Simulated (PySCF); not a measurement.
**Ca₃S⁺: one-bond stretch**

Method: UPBE0/[S def2-SVP, Ca def2-SVP], no relativity, density fitting, PySCF.

Rigid scan from the doublet minimum (Ca–Ca 3.565 Å (×2), S–Ca 2.571 Å (×2), S–Ca 2.642 Å; Ca–Ca–Ca 90.4°, Ca–Ca–S 46.0° (×2), Ca–Ca–S 47.7° (×2), Ca–S–Ca 86.3° (×2), Ca–S–Ca 159.1°). Coordinate: the bond from S to the last atom (Ca) scaled, the rest fixed. Energies in kJ/mol from the minimum.

Problem. Predict the curve at 0.92, 0.96, 1.00, 1.05, 1.12, 1.20, 1.35, 1.55, 1.80, 2.20.

Solution. 
```
scale of one bond  E (kJ/mol)  dipole size (D, about the centre of mass)  ⟨S²⟩
             0.92        16.1                                       1.32  0.83
             0.96         3.4                                       1.14  0.83
             1.00         0.0                                       1.04  0.84
             1.05         3.9                                       1.17  0.85
             1.12        17.4                                       1.70  0.88
             1.20        37.0                                       2.26  0.91
             1.35        73.1                                       2.85  0.93
             1.55       109.9                                          –  0.90
             1.80       138.2                                          –  0.85
             2.20       160.6                                          –  0.79
```

Other isomers or separated fragments may lie lower.
